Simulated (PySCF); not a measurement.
Cu⁺: excitation energy

Cu⁺ [Ar] 3d10 (1S) → Cu⁺ [Ar] 3d9 4p1 (high-spin determinant), as a difference of total energies. Calculation: PySCF 2.14, in x2c-TZVPPall with one added diffuse shell each of s, p, d, f type (7s6p5d3f1g, 80 functions); scalar relativity by spin-free X2C-1e. Correlated levels: valence and next inner shell: [Ne] frozen. The calculations carry no spin-orbit coupling.

```json
{"method": "UHF", "excitation energy (cm⁻¹)": "47706"}
{"method": "MP2 (valence and next inner shell)", "excitation energy (cm⁻¹)": "77660"}
{"method": "SCS-MP2 (valence and next inner shell)", "excitation energy (cm⁻¹)": "73958"}
{"method": "CCSD (valence and next inner shell)", "excitation energy (cm⁻¹)": "65748"}
{"method": "CCSD(T) (valence and next inner shell)", "excitation energy (cm⁻¹)": "66910"}
```

The determinant of the upper state mixes LS terms, which raises its energy above the lowest term, most at the Hartree-Fock and MP2 levels.
